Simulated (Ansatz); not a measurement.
Basis-set series for Al2F2H6N2 (`[F][Al@H-]1[NH2+][Al@H-]([F])[NH2+]1`). Total charge 0; spin multiplicity 1. The geometry is a stationary point of PBE0-D4/def2-TZVP.

```xyz
12

F     1.465   -1.149   -1.754
Al    0.848    0.244   -1.082
N    -1.056   -0.061   -0.841
Al   -0.848   -0.244    1.082
F    -1.465    1.149    1.754
N     1.056    0.061    0.841
H     1.223    1.666   -1.656
H    -1.662    0.708   -1.106
H    -1.393   -0.885   -1.328
H    -1.223   -1.666    1.656
H     1.393    0.885    1.328
H     1.662   -0.707    1.107
```

| functional | basis | functions | energy (Eh) | HOMO (eV) | LUMO (eV) |
| --- | --- | --- | --- | --- | --- |
| PBE0-D4 | def2-SVP | 122 | -797.03658 | -8.29 | 0.63 |
| PBE0-D4 | def2-TZVPP | 292 | -797.59310 | -8.35 | 0.11 |
| ωB97M-V | def2-SVP | 122 | -797.44944 | -10.49 | 2.23 |
| ωB97M-V | def2-TZVPP | 292 | -798.01362 | -10.59 | 1.48 |

(1) Give the rows for def2-QZVPP. (An estimate is asked.)

## Answers

(1) The calculation gave: 
```tsv
functional	basis	functions	energy (Eh)	HOMO (eV)	LUMO (eV)
PBE0-D4	def2-QZVPP	548	-797.62755	-8.37	-0.24
ωB97M-V	def2-QZVPP	548	-798.04578	-10.61	0.72
```

Positive LUMOs are unbound and depend on the basis.

All numbers were calculated with Ansatz.
